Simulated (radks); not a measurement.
Q: Ionisation of neutral palladium, [Kr] 4d10, to [Kr] 4d9 as the strength of local exchange is varied. Calculated with a radial shooting solver on a logarithmic mesh with Libxc functionals: scalar-relativistic Kohn-Sham, Slater X-alpha exchange (alpha = 2/3 is LDA exchange), no correlation, spin-polarised, spherical densities, finite nucleus; Fermi nuclear charge, rms radius 4.5318 fm.

| alpha | E(Pd) (hartree) | exchange (hartree) | IE (eV) | -e of the level emptied (eV) | <r> of it (bohr) |
|---|---|---|---|---|---|
| 0.667 | -5036.75327 | -134.73147 | 7.941 | 3.188 (4d) | 1.612 |
| 0.833 | -5070.46743 | -169.45222 | 10.023 | 4.859 (4d) | 1.531 |
| 0.853 | -5074.54540 | -173.66723 | 10.294 | 5.082 (4d) | 1.522 |
| 0.97 | -5098.47050 | -198.46144 | 11.958 | 6.483 (4d) | 1.473 |
| ? | -5096.21612 | -196.12046 | 11.796 | 6.345 (4d) | 1.477 |

Which alpha was used in the last row?

A: alpha = 0.959. NIST Atomic Spectra Database: 8.337 eV (measured). The Delta-SCF value meets it near alpha = 0.70. Open shells are spherical and high-spin; term and fine-structure splittings are not resolved.
